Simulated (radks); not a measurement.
Values are calculated unless marked as measured or tabulated.
Al, configuration [He] 2s2 2p5.5 3s2 3p1.5 (fractional occupations, a model configuration).

Level of theory: non-relativistic Kohn-Sham, r2SCAN, spin-polarised, spherical densities, point nucleus; open shells are filled with parallel spins first; meta-GGA in the generalised Kohn-Sham scheme (a radial shooting solver on a logarithmic mesh with Libxc functionals).

Energy parts (hartree):
part                      energy
total                 -241.01123
kinetic                240.63033
electron-nucleus      -572.69905
Hartree                109.19832
exchange-correlation   -18.14083

Orbitals (lengths in bohr, moments of r in powers of bohr):
orbital  occ.  eigenvalue (hartree)    <r^2>
1s up       1             -56.26918  0.01956
1s down     1             -56.23100  0.01953
2s up       1              -4.42895   0.4518
2s down     1              -4.36282   0.4552
2p up       3              -2.98326   0.4326
2p down   2.5              -2.90562   0.4386
3s up       1              -0.36339    6.794
3s down     1              -0.30316    6.765
3p up     1.5              -0.14606    10.87
3p down     0              -0.08679    10.66

The highest occupied level is 3p up at -3.975 eV. The density falls to 0.001 e/bohr^3 at r = 4.54 bohr. The spin density at the nucleus is -0.1016 e/bohr^3 (1s -0.5797, 2s 0.5433, 3s -0.0652), a Fermi contact field of -5.33 T. Spin moment in Bohr magnetons: 2. The electron density at the nucleus is 1408 e/bohr^3. Summed over all electrons, <r^2> = 33.20 bohr^2, which gives a Langevin (diamagnetic) susceptibility term of -26.3 x 10^-6 cm^3/mol.
